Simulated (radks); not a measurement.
Fractional charge and spin in the 2s shell of carbon: the spin-up occupation runs from 0 to 1 and the spin-down occupation from 0 to 1; the fullest corner is C, [He] 2p(up 1, down 1) 2s(up 1, down 1). All-electron calculation, scalar-relativistic Kohn-Sham, PBE, spin-polarised, spherical densities, point nucleus. Program: a radial shooting solver on a logarithmic mesh with Libxc functionals. Energy (eV) minus the two flat planes that join the four corners (they meet along the diagonal where the two added fractions sum to one electron); zero is where a piecewise linear energy would lie.

down \ up,0,0.5,1
0,0.000,-1.622,0.000
0.5,-1.622,0.529,-1.367
1,0.000,-1.367,0.000

Corners above the fullest one (they belong to C+ and the next ion): (up 1, down 0) 19.086 eV, (up 0, down 1) 19.086 eV, (up 0, down 0) 52.282 eV. With half an added electron in each spin the energy lies 0.529 eV from the planes, and with half an added electron in spin up alone -1.622 eV. The planes are only a guide here: the flat-plane condition holds for ground states with one frontier orbital, while this shell lies below other occupied shells, so the corners above the fullest one are inner-hole states and not the ground states of those ions.
